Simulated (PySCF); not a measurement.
## `[H]/N=C1/C[C@H](F)C[C@@H]1C#N`, C$_{6}$H$_{7}$FN$_{2}$

Geometry:
```csv
atom,x (Å),y (Å),z (Å)
N1,1.310,-1.186,2.786
C2,1.109,-0.908,1.696
C3,0.837,-0.520,0.337
C4,-0.382,-1.240,-0.254
C5,-1.007,-0.206,-1.194
F6,-2.343,-0.464,-1.387
C7,-0.792,1.133,-0.493
C8,0.499,0.980,0.252
N9,1.152,1.953,0.679
H10,1.738,-0.700,-0.263
H11,-0.117,-2.165,-0.764
H12,-1.103,-1.474,0.532
H13,-0.546,-0.226,-2.190
H14,-0.769,1.990,-1.163
H15,-1.600,1.293,0.226
H16,2.007,1.749,1.189
```

Method used: PySCF 2.14.0, TDDFT PBE0/def2-SVPD circular dichroism and optical rotation, one conformer, gas phase. Geometry: GFN2-xTB.

The molecule is flexible and this is one conformer; a measurement averages over conformers.

Question: Draw the ECD and absorption spectra from the lowest 8 states, each a Gaussian of half-width 0.2 eV at 1/e height.

Answer: 
| E (eV) | λ (nm) | Δε (L mol⁻¹ cm⁻¹) | ε (L mol⁻¹ cm⁻¹) |
| --- | --- | --- | --- |
| 4.52 | 275 | +0.01 | 0.225 |
| 4.62 | 269 | +0.06 | 2.14 |
| 4.72 | 263 | +0.33 | 12.3 |
| 4.82 | 257 | +1.15 | 42.9 |
| 4.92 | 252 | +2.43 | 90.8 |
| 5.02 | 247 | +3.12 | 117 |
| 5.12 | 242 | +2.43 | 90.8 |
| 5.22 | 238 | +1.15 | 42.9 |
| 5.32 | 233 | +0.33 | 12.3 |
| 5.42 | 229 | +0.06 | 2.14 |
| 5.52 | 225 | +0.01 | 0.225 |
| 5.62 | 221 | 0.00 | 0 |
| 5.72 | 217 | 0.00 | 0 |
| 5.82 | 213 | 0.00 | 0 |
| 5.92 | 210 | 0.00 | 0 |
| 6.02 | 206 | 0.00 | 0 |
| 6.12 | 203 | 0.00 | 0 |
| 6.22 | 199 | 0.00 | 0 |
| 6.32 | 196 | 0.00 | 0 |
| 6.42 | 193 | 0.00 | 0.309 |
| 6.52 | 190 | -0.04 | 3.49 |
| 6.62 | 187 | -0.25 | 24.3 |
| 6.72 | 185 | -0.74 | 107 |
| 6.82 | 182 | -0.48 | 312 |
| 6.92 | 179 | +3.53 | 655 |
| 7.02 | 177 | +11.87 | 1130 |
| 7.12 | 174 | +18.55 | 1730 |
| 7.22 | 172 | +17.94 | 2210 |
| 7.32 | 169 | +10.60 | 2370 |
| 7.42 | 167 | -0.26 | 3090 |
| 7.52 | 165 | -9.55 | 5510 |
| 7.62 | 163 | -9.94 | 8260 |
| 7.72 | 161 | -1.28 | 8270 |

Δε uses R in velocity form, ε uses f in length form. Only the states computed contribute, so the short-wavelength end is incomplete.
